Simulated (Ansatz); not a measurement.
Start from `C=CCS[SiH3]` and change one atom or group to get `[AlH2][SiH2]CS[SiH3]`.

Ansatz, PBE0-D4/def2-TZVP geometries, multiplicity 1. Each molecule was computed in one conformer, which needn't be the lowest.

```json
{"property": "LUMO energy (B3LYP/def2-TZVPP) / eV", "`C=CCS[SiH3]`": "-0.52"}
{"property": "HOMO–LUMO gap (PBE/def2-TZVPP) / eV", "`C=CCS[SiH3]`": "4.50"}
{"property": "HOMO energy (B3LYP/def2-TZVPP) / eV", "`C=CCS[SiH3]`": "-6.74"}
{"property": "HOMO–LUMO gap (ωB97M-V/def2-TZVPP) / eV", "`C=CCS[SiH3]`": "10.87"}
{"property": "size of the dipole moment (B3LYP/def2-TZVPP) / D", "`C=CCS[SiH3]`": "1.42"}
{"property": "HOMO energy (PBE0/def2-TZVPP) / eV", "`C=CCS[SiH3]`": "-6.98"}
```

Question: Give the same properties after the change, and the shifts. (Estimate.)

Answer: Ansatz gave: 
```tsv
property	`[AlH2][SiH2]CS[SiH3]`	shift
LUMO energy (B3LYP/def2-TZVPP) / eV	-1.08	-0.56
HOMO–LUMO gap (PBE/def2-TZVPP) / eV	4.08	-0.42
HOMO energy (B3LYP/def2-TZVPP) / eV	-6.70	0.04
HOMO–LUMO gap (ωB97M-V/def2-TZVPP) / eV	9.67	-1.20
size of the dipole moment (B3LYP/def2-TZVPP) / D	3.16	1.74
HOMO energy (PBE0/def2-TZVPP) / eV	-6.89	0.09
```

With PBE0 the HOMO rises by 0.09 eV and the LUMO falls by 0.64 eV, so the gap narrows by about 0.73 eV. PBE moves the HOMO by -0.06 eV and ωB97M-V by 0.28 eV. Dipoles are sizes alone; their direction can turn.

B3LYP here is the variant with VWN-RPA as its local correlation; programs differ in this.
